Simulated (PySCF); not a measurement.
## Cl+ (chlorine, charge +1) across methods

[Ne] 3s2 3p4, high-spin 3P determinant. Computed with PySCF 2.14 in def2-QZVPPD (10s7p5d2f1g, 79 functions), with the non-relativistic Hamiltonian (point nucleus). The B2PLYP total includes its PT2 part (frozen core); its orbital energies are those of the SCF part.

| method | E (hartree) | mean ε 3s β (eV) | mean ε 3p α (eV) | mean ε 3p β (eV) | Σ⟨r²⟩ (bohr²) | ⟨S²⟩ |
| --- | --- | --- | --- | --- | --- | --- |
| r2SCAN | -459.6529 | -30.544 | -20.889 | -18.716 | 20.49 | 2.007 |
| UHF | -459.05726 | -36.605 | -26.357 | -23.656 | 20.64 | 2.011 |
| r2SCANh | -459.6529 | -31.256 | -21.505 | -19.300 | 20.48 | 2.007 |
| PBE0 | -459.5351 | -32.267 | -22.042 | -19.951 | 20.51 | 2.005 |
| B2PLYP | -459.5661 | -34.004 | -23.557 | -21.335 | 20.60 | 2.006 |
| PBE | -459.4968 | -30.366 | -20.312 | -18.369 | 20.57 | 2.004 |
| MN15 | -459.6475 | -32.694 | -22.710 | -20.830 | 20.38 | 2.003 |
| wB97M-V | -459.6613 | -35.106 | -24.199 | -22.316 | 20.68 | 2.003 |

Q: Estimate the same row for LDA.

A: E (hartree) = -458.1842; mean ε 3s β (eV) = -30.585; mean ε 3p α (eV) = -20.324; mean ε 3p β (eV) = -18.348; Σ⟨r²⟩ (bohr²) = 20.62; ⟨S²⟩ = 2.002.
